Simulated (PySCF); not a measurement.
**Radial density of Ni(2+) (nickel, charge +2)**

PW91, [Ar] 3d8, high-spin 3F determinant. Computed with PySCF 2.14 in x2c-TZVPPall with one added diffuse shell each of s, p, d, f type (7s6p5d3f1g, 80 functions), with scalar relativity by spin-free X2C-1e.

```csv
r (bohr),4πr²ρ (e/bohr),4πr²(ρα − ρβ)
0.000899,0.2184,0.0000
0.00151,0.5497,0.0000
0.00254,1.372,0.0000
0.00428,3.311,0.0000
0.00719,7.509,0.0001
0.0121,15.34,0.0001
0.0203,26.34,0.0003
0.0342,33.89,0.0006
0.0576,29.99,0.0025
0.0968,27.83,0.0191
0.163,38.25,0.1367
0.274,25.02,0.6789
0.461,17.10,1.7747
0.775,18.36,1.9301
1.30,5.276,0.7925
2.19,0.6096,0.1134
3.69,0.02173,0.0031
6.20,5.747e-05,0.0000
```

Densities and radii are taken from the X2C orbitals without a picture-change correction, which distorts them close to the nucleus.
